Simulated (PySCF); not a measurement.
**B (boron, neutral) across methods**

[He] 2s2 3d1, 2D determinant (an excited configuration). Calculation: PySCF 2.14, in aug-cc-pwCVTZ; no relativity, point nucleus.

```tsv
method	E (hartree)	mean ε 2s α (eV)	mean ε 2s β (eV)	mean ε 3d α (eV)	Σ⟨r²⟩ (bohr²)	⟨S²⟩
BHandHLYP	-24.3613	-16.351	-16.332	0.303	36.53	0.750
HSE06	-24.3366	-14.821	-14.755	0.707	36.50	0.750
CAM-B3LYP	-24.3441	-16.636	-16.604	0.006	36.36	0.750
UHF	-24.24100	-18.173	-18.130	-0.119	36.89	0.750
PBE0	-24.3326	-15.231	-15.168	0.398	36.48	0.750
PBE	-24.3303	-13.962	-13.888	0.669	36.46	0.750
r2SCAN	-24.3434	-14.186	-14.164	0.791	36.62	0.750
wB97X	-24.3525	-17.655	-17.644	-0.424	36.45	0.750
LDA	-24.0696	-13.890	-13.787	0.881	36.27	0.750
```

The outer electron is Rydberg-like, and this basis confines it to a smaller radius and binds it less than a complete one would.

The highest occupied level is positive at BHandHLYP, HSE06, CAM-B3LYP, PBE0, PBE, r2SCAN, LDA: only the finite basis holds that electron, which in a density functional comes from self-interaction.
